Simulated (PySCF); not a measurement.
Gas-phase equilibrium of 1 mol HF, 1.8 mol H2O at 1200 K and 0.100 bar, among 15 species (O2, F2, O, F, HO2, HOF, H2O, H, FO, H2O2, O3, HF, H2, F2O, OH). Only gases are allowed; each row takes one source of thermochemistry for all species, and Cantera finds the minimum.

Method: PySCF energies (xtb for GFN2) plus ideal-gas RRHO corrections (1 bar). Table values come from the NASA 1993 polynomials. † marks an energy on the PBE0/def2-TZVP geometry and frequencies; other levels use their own. MP2 freezes the core. 6-31G* has spherical d functions here. Open shells (unrestricted) among the columns below: O2 (multiplicity 3), O (multiplicity 3, electronic degeneracy 9), F (multiplicity 2, electronic degeneracy 6), H (multiplicity 2), OH (multiplicity 2, electronic degeneracy 4); the rest are closed-shell singlets. GFN2 has no spin-polarisation term. Spin-orbit splitting is ignored; it lowers the true energy and changes the entropy of O, F, OH. B3LYP is the form with VWN-RPA correlation. MP2 isn't extrapolated to the basis-set limit. The harmonic model lacks anharmonicity and excited electronic states, which grow with temperature; levels with a mode under 35 cm⁻¹ are left out. The table's entry may be an old estimate for OH (not checked at source).

Molecules larger than those listed are left out. Also missing: (HF)n, which can matter at low temperature or high pressure. Table species left out: FO2, H2F2, H3F3, H4F4.

Mole fractions:

```
thermochemistry  x H2O  x HF     x H2     x OH      x O     x O2      x H      x F
---------------  -----  ----  -------  -------  -------  -------  -------  -------
table             0.64  0.36   1.1e-5   9.6e-7  1.8e-10   5.3e-6   2.1e-9  1.2e-10
B3LYP/6-31G*      0.64  0.36   0.0012   6.3e-6  9.6e-10  0.00058   2.1e-8   3.6e-9
GFN2-xTB          0.64  0.36   1.1e-6  1.8e-10   <1e-12  5.9e-12  3.3e-11   3.6e-7
HF/def2-TZVP†     0.63  0.36   0.0048   0.0041   0.0027   1.7e-7   1.1e-5   6.8e-6
MP2/def2-SVP†     0.64  0.36   6.5e-5   8.9e-7  6.1e-10   3.2e-5   5.5e-8  2.6e-10
PBE/def2-SVP      0.64  0.36  0.00043   3.3e-7  3.5e-12  0.00022   5.4e-8  5.5e-11
PBE0/def2-QZVP†   0.64  0.36   2.4e-5   1.8e-6  1.3e-10   1.1e-5   9.3e-9  2.2e-10
```
The most sensitive of these is O: it spans a factor of 10^9.4 over these rows; at this temperature one factor of ten is RT ln 10 = 23 kJ/mol.
